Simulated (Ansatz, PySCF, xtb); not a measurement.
Pair of molecules: boric acid (SMILES OB(O)O) (first 7 atoms) with NH3 (SMILES N); geometry from B3LYP-D3(BJ)/def2-TZVP, rigid monomers moved along the line of their centres of mass till H7···N8 is 1.74 Å.
(charge 0, multiplicity 1):
| atom | x (Å) | y (Å) | z (Å) |
|---|---|---|---|
| O | -0.0024 | -0.5718 | -1.1977 |
| B | -0.1552 | -0.1962 | 0.1102 |
| O | -1.3611 | 0.3833 | 0.4784 |
| O | 0.8779 | -0.4118 | 0.9665 |
| H | -0.7868 | -0.3771 | -1.7183 |
| H | -1.3983 | 0.6214 | 1.4085 |
| H | 0.6982 | -0.1194 | 1.8813 |
| N | 0.3724 | 0.4034 | 3.5048 |
| H | 0.2731 | 1.3967 | 3.6843 |
| H | -0.3409 | -0.0796 | 4.0403 |
| H | 1.2714 | 0.1201 | 3.8812 |

Monomers are frozen at their geometry in the pair; levels with a basis set take the counterpoise correction. Rows marked so take none.

Correlated levels freeze the cores. Rows in 3-21G, 6-31G* carry no dispersion term and start afresh at each structure (6-31G* with six Cartesian d functions). MP2/6-31G* freezes PySCF's default core.

Codes used: Ansatz (Gaussian basis) for Hartree–Fock, density functionals and correlated methods; PySCF for 3-21G rows, 6-31G* rows, the dispersion terms; xtb for the GFN methods. Each number belongs to the level named beside it.

```json
[
 {"level": "GFN-FF", "interaction energy (kcal/mol)": "-9.27"},
 {"level": "GFN1-xTB", "interaction energy (kcal/mol)": "-8.22"},
 {"level": "B3LYP/3-21G (no counterpoise)", "interaction energy (kcal/mol)": "-19.76"},
 {"level": "PBE0/def2-TZVPPD", "interaction energy (kcal/mol)": "-8.80"},
 {"level": "PBE0-D3(BJ)/def2-TZVPPD", "interaction energy (kcal/mol)": "-9.74"},
 {"level": "wB97M-V/def2-TZVPPD", "interaction energy (kcal/mol)": "-8.63"},
 {"level": "MP2/6-31G*", "interaction energy (kcal/mol)": "-8.52"},
 {"level": "MP2/6-31G* (no counterpoise)", "interaction energy (kcal/mol)": "-11.75"},
 {"level": "CCSD(T)/aug-cc-pVDZ", "interaction energy (kcal/mol)": "?"}
]
```

### Question
Some entries are withheld; supply them.

### Answer

- CCSD(T)/aug-cc-pVDZ, interaction energy (kcal/mol): -7.34

Ansatz is a quantum-chemistry and plane-wave program.
